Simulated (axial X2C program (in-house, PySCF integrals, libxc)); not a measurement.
**Bond lengths and stretching modes, held linear, of NSbO⁺**

Calculated with an in-house all-electron X2C program for linear molecules (integrals from PySCF): two-component X2C with atomic mean-field Coulomb and Gaunt terms, Gaussian nuclei, basis N dyall-av3z, Sb dyall-v3z, O dyall-av3z with contracted cores. Spin-free rows use the one-electron spin-free X2C Hamiltonian.

Masses N 14.003, Sb 120.904, O 15.995 u. States: 2c Ω = 3/2 (beyond evenly filled blocks: ω = 3/2); spin-free M_S = 1/2, Λ = 1 (beyond evenly filled blocks: π+α, π+β, π-α).

PBE0, spin-free: energies above the lowest point

```json
{"r(N–Sb) (Å)": "1.8681", "r(Sb–O) (Å)": "1.7267", "E (meV)": "69.83"}
{"r(N–Sb) (Å)": "1.8681", "r(Sb–O) (Å)": "1.7710", "E (meV)": "18.09"}
{"r(N–Sb) (Å)": "1.8681", "r(Sb–O) (Å)": "1.8153", "E (meV)": "50.39"}
{"r(N–Sb) (Å)": "1.9160", "r(Sb–O) (Å)": "1.7267", "E (meV)": "50.53"}
{"r(N–Sb) (Å)": "1.9160", "r(Sb–O) (Å)": "1.7710", "E (meV)": "0.00"}
{"r(N–Sb) (Å)": "1.9160", "r(Sb–O) (Å)": "1.8153", "E (meV)": "34.34"}
{"r(N–Sb) (Å)": "1.9160", "r(Sb–O) (Å)": "1.8596", "E (meV)": "132.89"}
{"r(N–Sb) (Å)": "1.9639", "r(Sb–O) (Å)": "1.7267", "E (meV)": "80.14"}
{"r(N–Sb) (Å)": "1.9639", "r(Sb–O) (Å)": "1.7710", "E (meV)": "29.97"}
{"r(N–Sb) (Å)": "1.9639", "r(Sb–O) (Å)": "1.8153", "E (meV)": "65.07"}
{"r(N–Sb) (Å)": "2.0118", "r(Sb–O) (Å)": "1.7710", "E (meV)": "95.56"}
{"r(N–Sb) (Å)": "2.0118", "r(Sb–O) (Å)": "1.8596", "E (meV)": "229.45"}
```

**Question.** Fit a quadratic surface with cubic terms in each bond: where is the minimum, and what are the two stretching wavenumbers?

**Answer.** At PBE0, spin-free: bonds 1.908 and 1.774 Å; harmonic stretches 677.4 and 908.9 cm⁻¹; force constants 3.48, 6.79 and coupling 0.05 mdyn/Å.

The other levels and Hamiltonians give:

```tsv
Hamiltonian	level	r(N–Sb) (Å)	r(Sb–O) (Å)	lower stretch (cm⁻¹)	upper stretch (cm⁻¹)
2c	PBE0	1.913	1.774	662.5	912.7
2c	BHandHLYP	1.957	1.772	372.9	867.2
```

Each state is one determinant, the lowest of a limited PBE0 search; the stretches come from a fit to these few points and carry an uncertainty of a few per cent. Other orders of the atoms were not compared. Left out for rough or failed fits: HF 2c, MP2 2c, HF spin-free, BHandHLYP spin-free, MP2 spin-free. The levels spread by more than a fifth, so the stretches depend strongly on the method. The molecule was held linear; bending was not examined, so a bent shape may lie lower. Note: functional without a current term on a determinant with orbital currents, of the molecule or an atom.
